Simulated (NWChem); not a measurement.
**Atomisation of HO₃S**

```
S
O 1 1.4698
O 1 1.4786 2 122.77
O 1 1.6624 2 105.16 3 122.77
H 4 0.9750 1 107.37 2 -160.08
```
Charge 0, spin multiplicity 2.

Everything below was run with NWChem. The geometry was optimised at UB3LYP/def2-SVP, a minimum by its harmonic frequencies. It is one conformer; others weren't searched.

Basis set: def2-TZVP. The atomisation energy is electronic alone: no zero-point, thermal, spin-orbit or counterpoise terms. No value is extrapolated to the basis-set limit. Free atoms are single determinants with multiplicities O 3, S 3, H 2. Correlated methods freeze the same cores in atoms and molecule, 8 orbitals in all.

Costs are rough ratios of processor time within this set of runs, SCF included, with LDA (SVWN5) as 1. Costs are the molecule's.

B3LYP has NWChem's definition, with VWN1-RPA local correlation. The structure started from a generated list of species. No SCF solution was tested for a lower state. Open-shell Hartree-Fock references start from PBE0 orbitals; any time given for them includes that run.

```csv
method,atomisation energy (kcal/mol),relative cost
MP2,395.8,4
TPSS,395.1,under 3
BLYP,?,under 3
BP86,424.3,under 3
PBE,425.7,under 3
LDA (SVWN5),511.5,1
HF,178.3,3
PBE0,?,under 3
B3LYP,?,under 3
```

**Question.** Complete the blanks.

**Answer.** 
- BLYP, atomisation energy (kcal/mol): 403.4
- PBE0, atomisation energy (kcal/mol): 389.1
- B3LYP, atomisation energy (kcal/mol): 385.0
